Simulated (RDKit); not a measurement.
RDKit input (UFF):

```python
from rdkit import Chem
from rdkit.Chem import AllChem, rdDetermineBonds

mol = Chem.MolFromXYZFile('mol.xyz')
rdDetermineBonds.DetermineBonds(mol, charge=-1)
print('SMILES', Chem.MolToSmiles(Chem.RemoveHs(mol)))
ff = AllChem.UFFGetMoleculeForceField(mol)
e0 = ff.CalcEnergy()
flag = ff.Minimize(maxIts=5000, forceTol=1e-5)
print(f'energy {e0:.4f} -> {ff.CalcEnergy():.4f} kcal/mol, converged: {flag == 0}')
print(Chem.MolToXYZBlock(mol))
```
mol.xyz:
```
8

Br     2.07998800    -1.13204400     0.37504800
C      0.24987700    -0.42570700     0.11596700
C     -0.88194700    -1.26250900     0.26748200
C     -1.99041100    -0.55011500     0.04090600
Se    -1.64389400     1.38030300    -0.41527500
C      0.15224900     0.88930100    -0.21050000
H     -3.03820400    -0.81385900     0.05611300
H      0.95239600     1.59928900    -0.34659600
```

Output:

```
[05:32:31] UFFTYPER: Unrecognized atom type: Se2+2 (4)
SMILES Brc1[c-]c[se]c1
energy 10.5067 -> -0.2641 kcal/mol, converged: True
8

Br     1.976014   -1.172167    0.379972
C      0.274597   -0.355386    0.099919
C     -0.874535   -1.106645    0.229680
C     -2.106685   -0.520871    0.028271
Se    -1.643896    1.380304   -0.415274
C      0.185854    0.982082   -0.231626
H     -3.008040   -1.109450    0.129883
H      1.076746    1.586793   -0.337680
```

The dipole moment of an ion depends on the origin.

The geometry given is a B3LYP-D3(BJ)/def2-TZVP minimum.
